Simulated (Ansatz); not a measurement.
`[OH][Ga]1[BH]O[CH2]1`, charge 0, multiplicity 1.

**Question.** Give a relaxed structure at PBE0-D4/def2-TZVP (the Gaussian-basis code of Ansatz). (Estimate.)

**Answer.** Computed: 
Cartesian coordinates in Å:
```
O 2.365 -0.013 -1.256
Ga 0.696 0.161 -0.655
B -1.307 0.815 -0.713
O -1.512 0.202 0.465
C -0.329 -0.473 1.001
H 2.944 -0.522 -0.684
H -2.183 1.406 -1.268
H -0.568 -1.531 1.128
H -0.107 -0.046 1.981
```
Point group Cs.
This is one stationary point; other conformers may exist.
